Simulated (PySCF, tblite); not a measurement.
Isomers of C2H8FNSi, one GFN2-xTB conformer each. Single-point energies are computed at PBE0/pcSseg-1 (PySCF, gas phase, no added dispersion term), electronic only.

| SMILES | GFN2-xTB relative energy (kcal/mol) |
| --- | --- |
| CC[Si@H](N)F | 0.0 |
| N[SiH2]CCF | 40.3 |

Conformers: `[CH3:1][CH2:2][Si@H:3]([NH2:4])[F:5]` with C1–C2–Si3–N4 -69°, C2–Si3–N4–H 57° and -161°; `[NH2:1][SiH2:2][CH2:3][CH2:4][F:5]` with H–N1–Si2–C3 -48° and 175°, N1–Si2–C3–C4 -175°, Si2–C3–C4–F5 -60°.

Q: What does PBE0/pcSseg-1 give for the same structures?

A: 
```json
{"SMILES": "CC[Si@H](N)F", "PBE0/pcSseg-1 E (Eh)": "-524.79708", "PBE0/pcSseg-1 (kcal/mol)": "0.0", "GFN2-xTB (kcal/mol)": "0.0", "point group": "C1"}
{"SMILES": "N[SiH2]CCF", "PBE0/pcSseg-1 E (Eh)": "-524.71747", "PBE0/pcSseg-1 (kcal/mol)": "50.0", "GFN2-xTB (kcal/mol)": "40.3", "point group": "C1"}
```

Both levels put the same isomer lowest. As drawn, the lower has an Si–F bond, which the higher lacks.

Q: Which frontier levels, dipoles and rotational constants go with these structures?

A: 
| SMILES | HOMO (eV, PBE0/pcSseg-1) | LUMO (eV) | dipole (D) | A, B, C (MHz) |
| --- | --- | --- | --- | --- |
| CC[Si@H](N)F | -7.54 | 0.83 | 2.44 | 6143, 2563, 2015 |
| N[SiH2]CCF | -7.29 | 0.80 | 1.89 | 9936, 1823, 1679 |

Q: What happens when harmonic zero-point energies from GFN2-xTB frequencies are added?

A: 
```
      SMILES  ZPE (kcal/mol)  electronic (kcal/mol)  with ZPE (kcal/mol)
CC[Si@H](N)F            63.7                    0.0                  0.0
  N[SiH2]CCF            61.9                   50.0                 48.2
```

The zero-point energies span 1.8 kcal/mol. The order is unchanged.
